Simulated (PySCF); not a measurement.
# NMR data sheet: C4H6Si2

- Formula: C4H6Si2
- SMILES: C#C[SiH2]C#C[SiH3]
- InChI: InChI=1S/C4H6Si2/c1-2-6-4-3-5/h1H,6H2,5H3
- Point group of the computed structure: C1
- Degrees of unsaturation: 4
- Carbon signals: 4
- Proton signals: 3

Atom-mapped SMILES (the numbers label the heavy atoms): `[CH:1]#[C:2][SiH2:3][C:4]#[C:5][SiH3:6]` (H(Xn): hydrogen on atom n).

All values are calculated (PySCF): shielding tensors at PBE0/pcSseg-1 (GIAO), coordinates at the GFN2-xTB level. Non-relativistic Hamiltonian, no solvent model, averaged over atoms made equivalent by symmetry, fast rotation or ring inversion, one conformer.

Referencing at the same level of theory: ¹H (σ = 31.72 ppm) and ¹³C (σ = 186.93 ppm) and ²⁹Si (σ = 349.16 ppm) vs TMS.

```tsv
carbon	δC, type	δH (multiplicity)	HMBC from (2–3 bonds)	span of the C tensor (ppm)
C1	104.2, CH	1.93 (t)	H(Si3)	253
C2	83.7, C	–	H(Si3), H(C1)	281
C4	114.8, C	–	H(Si3), H(Si6)	290
C5	113.4, C	–	H(Si3), H(Si6)	284
```

Other nuclei:
```tsv
atoms	nucleus	environment	δ (ppm)	σ (ppm)
H(Si3)	¹H	hydrogen on a silicon bonded to 2 C	4.75	26.97
H(Si6)	¹H	hydrogen on a silicon bonded to C	4.25	27.46
Si3	²⁹Si	silicon bonded to 2 C, 2 H	-94.1	443.2
Si6	²⁹Si	silicon bonded to C, 3 H	-99.1	448.3
```

- Carbon types of the structure: 3 × C, 1 × CH, leaving 5 H on heteroatoms.
- δC 114.8, 113.4, 83.7: alkyne carbon.
- δC 104.2: terminal alkyne carbon; the triple bond shields along its axis, which puts it between sp3 and sp2 carbons.
- δH 4.75: hydrogen on a silicon bonded to 2 C.
- δH 4.25: hydrogen on a silicon bonded to C.
- δH 1.93: hydrogen on a terminal alkyne carbon; it lies on the axis of the triple bond, in its shielding cone.

Shifts are as computed. Against solution values, carbons near 30 ppm lie about +3 ppm off and those near 130 ppm about +5 ppm. Of 1211 compounds with measured shifts, 218 miss one by over three times the rms of a fit or turn the order of signals round; such compounds aren't used in these exercises. Multiplicities follow the n + 1 count of equivalent neighbours, as no J values were calculated; m marks all less simple cases, F and P coupling included.
